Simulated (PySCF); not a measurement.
**C²⁺ (carbon, charge +2) across methods**

[He] 2s2, closed-shell 1S. All numbers are calculated (PySCF 2.14, scalar relativity by spin-free X2C-1e, in ANO-RCC-VQZP).

| method | E (hartree) | mean ε 1s (eV) | mean ε 2s (eV) | Σ⟨r²⟩ (bohr²) | ⟨S²⟩ |
| --- | --- | --- | --- | --- | --- |
| UHF | -36.42323 | -344.39 | -46.119 | 4.636 | 0.000 |
| PBE0 | -36.4856 | -317.71 | -42.061 | 4.591 | 0.000 |
| r2SCAN | -36.5011 | -312.50 | -40.698 | 4.611 | 0.000 |
| PBE | -36.4748 | -308.61 | -40.385 | 4.591 | 0.000 |
| TPSSh | -36.5383 | -314.57 | -41.311 | 4.580 | 0.000 |
| BP86 | -36.5211 | -309.00 | -40.475 | 4.582 | 0.000 |
| B97-3 | -36.5298 | -318.67 | -42.251 | 4.567 | 0.000 |
| wB97X-V | -36.5401 | -318.81 | -44.737 | 4.605 | 0.000 |
| LDA | -36.1439 | -305.94 | -40.181 | 4.629 | 0.000 |
